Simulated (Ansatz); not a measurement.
BF2H5Si2, SMILES `B[Si](F)(F)[SiH3]`, relaxed with RKS PBE0-D4/def2-TZVP in the Gaussian-basis code of Ansatz from a PBE-D4/def2-SVP geometry. The force threshold is 0.005 eV/Å; the program also tests the step.

Total charge 0; spin multiplicity 1.

Start:

```xyz
10

B    -0.710    0.674   -1.757
Si   -0.675   -0.581   -0.193
F    -2.094   -0.599    0.634
F    -0.403   -2.138   -0.639
Si    1.030    0.019    1.343
H     0.024    0.491   -2.708
H    -1.349    1.706   -1.704
H     0.822    1.429    1.828
H     0.978   -0.925    2.514
H     2.379   -0.074    0.683
```

Task: How much energy does the relaxation release, and in how many steps? (An estimate is asked.)

Result: Ansatz gave: 1.80 kcal/mol, in 4 steps.

Task: Which bonds change most? (Best estimate.)

Result: The calculation gave: Si2–F3 from 1.642 to 1.601 Å; Si2–F4 from 1.642 to 1.601 Å; B1–H6 from 1.215 to 1.195 Å; B1–H7 from 1.215 to 1.194 Å.

Task: Give the relaxed structure. (Estimate.)

Result: Computed: 
```xyz
10

B    -0.710    0.672   -1.757
Si   -0.659   -0.572   -0.182
F    -2.057   -0.586    0.597
F    -0.415   -2.086   -0.642
Si    1.031    0.007    1.360
H    -0.012    0.482   -2.708
H    -1.355    1.677   -1.722
H     0.820    1.402    1.833
H     0.994   -0.921    2.521
H     2.361   -0.076    0.699
```
